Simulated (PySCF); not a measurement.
# Radial density of Ne (neon, neutral)

TPSS, [Ne], closed-shell 1S. All numbers are calculated (PySCF 2.14, no relativity, point nucleus, in aug-cc-pVDZ (4s3p2d, 23 functions)).

| r (bohr) | 4πr²ρ (e/bohr) |
| --- | --- |
| 0.00201 | 0.02994 |
| 0.00339 | 0.08326 |
| 0.00570 | 0.2260 |
| 0.00958 | 0.5894 |
| 0.0161 | 1.467 |
| 0.0271 | 3.330 |
| 0.0456 | 6.540 |
| 0.0767 | 10.03 |
| 0.129 | 10.42 |
| 0.217 | 6.621 |
| 0.365 | 5.474 |
| 0.614 | 7.887 |
| 1.03 | 5.512 |
| 1.74 | 1.372 |
| 2.92 | 0.1140 |
| 4.91 | 0.003344 |
